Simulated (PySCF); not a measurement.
Compound: C₆H₉NO₂S.
Z-matrix (Å and degrees, GFN2-xTB geometry), rows numbered from 1:
```
N 
C   1  1.2568
C   2  1.4630  1  128.74
C   3  1.3295  2  125.83  1   -20.41
C   4  1.4908  3  126.71  2  -179.69
C   5  1.5265  4  114.49  3   -14.23
C   6  1.5139  5  111.22  4    54.78
S   3  1.8021  2  113.29  1   161.50
O   8  1.4370  3  108.02  2    45.95
O   8  1.4371  3  108.53  2   -82.85
H   1  1.0200  2  115.47  3    -0.14
H   2  1.0854  1  117.42  3   178.98
H   4  1.0874  3  118.72  2    -1.85
H   5  1.0937  4  108.37  3  -136.82
H   5  1.0966  4  107.83  3   108.29
H   6  1.0924  5  109.46  4   177.58
H   6  1.0924  5  109.61  4   -63.95
H   7  1.0864  6  112.79  5   171.71
H   7  1.0861  6  113.62  5    45.18
```

NICS = −σ at a ghost point: NICS(0) at the centroid of the ring atoms, NICS(1) 1 Å to either side along the normal of their mean plane, zz for the tensor component along that normal. Level: GIAO PBE0/pcSseg-1 (PySCF, non-relativistic, gas phase) on the GFN2-xTB geometry, one conformer.

Ring bond lengths (Å), with Mayer bond orders in brackets: C3–C4 1.330 (1.75), C4–C5 1.491 (1.07), C5–C6 1.527 (1.05), C6–C7 1.514 (1.00), C7–S8 1.819 (0.88), S8–C3 1.802 (0.82).

Q: Give the NICS values of each ring in ppm.

A: 
```
             ring                                                     type  NICS(0)  NICS(1), two faces  NICS(1)zz, two faces  rms pucker (Å)  centre to ring atoms, mean (Å)
C3–C4–C5–C6–C7–S8  6-membered ring with S; formal bonds 1 double, 5 single     -1.0         -2.0 / -2.0             4.0 / 2.2            0.24                            1.53
```

Q: What can be read from them?

A: 
- C3–C4–C5–C6–C7–S8: mean NICS(1)zz 3.1 ppm, deshielded. C5, C6, C7, S8 have four or more neighbours; no verdict on aromaticity is drawn.

Q: At the second NICS(1) probe listed for ring C3–C4–C5–C6–C7–S8, 1 Å off the ring, how large is the induced field along the normal in 1 T applied along it?

A: NICSzz × B0 = 2.2 ppm × 1 T = 2 μT, along the applied field.

Q: How shielded are the nuclei of the rings and their hydrogens (means over atoms taken as equivalent)?

A: 
```tsv
atoms	environment	σ isotropic (ppm)
C3	fully substituted alkene carbon	39.1
C4	alkene CH carbon	47.9
C5	allylic carbon	155.2
C6	ring CH2 carbon	163.7
C7	sp3 carbon bound to sulfur	127.9
S8	sulfonyl sulfur	214.1
H13	vinylic hydrogen	25.12
H14 (×2)	methylene hydrogen	29.26
H16 (×2)	methylene hydrogen	29.39
H18 (×2)	methylene hydrogen	28.75
```
